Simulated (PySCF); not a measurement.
# Unknown compound

The spectra below were simulated for a compound C2H12Si4.

1H NMR (500 MHz, computed): δ 5.09 (m, 1H), 4.72 (m, 2H), 4.64 (m, 2H), 3.91 (t, 3H), 0.65 (m, 1H), 0.62 (m, 1H), 0.11 (m, 2H).

13C{1H} NMR (computed): δ -11.0, -11.2.

PySCF 2.14.0 with density-fitted response routines calculation with shielding tensors at PBE0/pcSseg-1 (GIAO) and geometry: GFN2-xTB; a single conformation, non-relativistic Hamiltonian, in vacuum, rapidly exchanging positions averaged.

Scale: 1H (31.72 ppm), 13C (186.93 ppm) vs TMS (reference shieldings calculated alike).

Question: Propose a structure and justify it.

Answer: 
- Rings plus π bonds: 1 (1 ring in the answer).
- 2 carbon signals for 2 carbons: no two carbons are equivalent.
- Carbon types of the structure: 2 × CH2, leaving 8 H on heteroatoms.
- δC -11.0, -11.2: sp3 CH2 bonded to 2 Si; an electropositive neighbour leaves it electron-rich and shielded.
- δH 5.09: hydrogen on a silicon bonded to C, 2 Si, in a 4-membered ring.
- δH 4.72, 4.64: hydrogen on a silicon bonded to C, Si, in a 4-membered ring.
- δH 3.91: hydrogen on a silicon bonded to C.
- δH 0.65, 0.62, 0.11: hydrogen on an sp3 CH2 bonded to 2 Si; an electropositive neighbour shields it, as in TMS itself.

Structure: SMILES [SiH3]C[SiH]1[SiH2]C[SiH2]1.

This is the structure that produced the data.

Shifts are as computed. Against solution values, carbons near 30 ppm lie about +3 ppm off and those near 130 ppm about +5 ppm. Of 1211 compounds with measured shifts, 218 miss one by over three times the rms of a fit or turn the order of signals round; such compounds aren't used in these exercises. No couplings were computed; multiplicities are counted from neighbouring protons, with m where these are inequivalent, close in shift, in a saturated or five-membered ring or joined by F or P, and br s for small geminal =CH2 splittings.
